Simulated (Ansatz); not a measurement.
Reaction (ligand exchange at the Si–C bond): `N[SiH2]C=[Se]` + `OCO` → `N[SiH2]OCO` + `C=[Se]`

Gas-phase electronic energies from Ansatz, PBE0-D4/def2-TZVP geometries. CCSD(T)/CBS adds triple-zeta CCSD(T) − MP2 to the extrapolated MP2 energy (def2 sets, frozen cores). This one scheme is used for every species. DFT in def2-TZVPP. For Se outer-core shells are correlated without core-valence functions, which leaves a few kJ/mol of doubt a bond. Scalar relativity is left out up to krypton. One conformer a species, not always the lowest.

```tsv
level	ΔE (kcal/mol)
ωB97X-V	-22.6
B2PLYP	-23.0
CCSD/def2-TZVPP	-23.3
CCSD(T)/def2-TZVPP	-22.7
```

**Question.** What does CCSD(T)/CBS give? (An estimate is asked.)

**Answer.** Computed: -22.0 kcal/mol. The listed levels differ from it by -0.6, -1.0, -1.3, -0.7 kcal/mol.

Largest T1 diagnostic among the species: 0.015.

From PBE to PBE0 (25 % exact exchange), in def2-TZVPP and without D4, ΔE moves by −1.2 kcal/mol. The D4 term adds +0.8 kcal/mol with B3LYP and +0.4 kcal/mol with PBE0; it sums over pairs of atoms, weighted by their polarisabilities, and B3LYP, whose exchange is more repulsive, gets the larger term. In def2-TZVPP, CCSD(T) changes the Hartree–Fock value by +3.8 kcal/mol (the triples alone add +0.6 kcal/mol) and MP2 by +4.1 kcal/mol.

B3LYP here is the variant with VWN-RPA as its local correlation; programs differ in this.
